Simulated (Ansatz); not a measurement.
`FC(F)(F)Cl` and `[CH3][Zn][Se]C(F)(F)F` differ in one atom or group.

Ansatz, PBE0-D4/def2-TZVP geometries, multiplicity 1. Each molecule was computed in one conformer, which needn't be the lowest.

Scalar relativity is left out up to krypton.

```csv
property,`FC(F)(F)Cl`
LUMO energy (B3LYP/def2-TZVPP) / eV,-0.26
HOMO energy (PBE/def2-TZVPP) / eV,-8.45
size of the dipole moment (B3LYP/def2-TZVPP) / D,0.40
size of the dipole moment (ωB97M-V/def2-TZVPP) / D,0.40
LUMO energy (ωB97M-V/def2-TZVPP) / eV,2.44
LUMO energy (PBE/def2-TZVPP) / eV,-1.06
```

Q: Give the same properties after the change, and the shifts. (Estimate.)

A: Computed: 
| property | `[CH3][Zn][Se]C(F)(F)F` | shift |
| --- | --- | --- |
| LUMO energy (B3LYP/def2-TZVPP) / eV | -1.23 | -0.97 |
| HOMO energy (PBE/def2-TZVPP) / eV | -6.05 | 2.40 |
| size of the dipole moment (B3LYP/def2-TZVPP) / D | 2.55 | 2.15 |
| size of the dipole moment (ωB97M-V/def2-TZVPP) / D | 2.56 | 2.16 |
| LUMO energy (ωB97M-V/def2-TZVPP) / eV | 0.63 | -1.81 |
| LUMO energy (PBE/def2-TZVPP) / eV | -1.76 | -0.70 |

With PBE0 the HOMO rises by 2.80 eV and the LUMO falls by 1.06 eV, so the gap narrows by about 3.86 eV. PBE moves the HOMO by 2.40 eV and ωB97M-V by 2.97 eV. Dipoles are sizes alone; their direction can turn.

B3LYP here is the variant with VWN-RPA as its local correlation; programs differ in this.

Spin–orbit coupling is left out; it splits and shifts lone-pair levels of the heavy atoms by tenths of an eV.
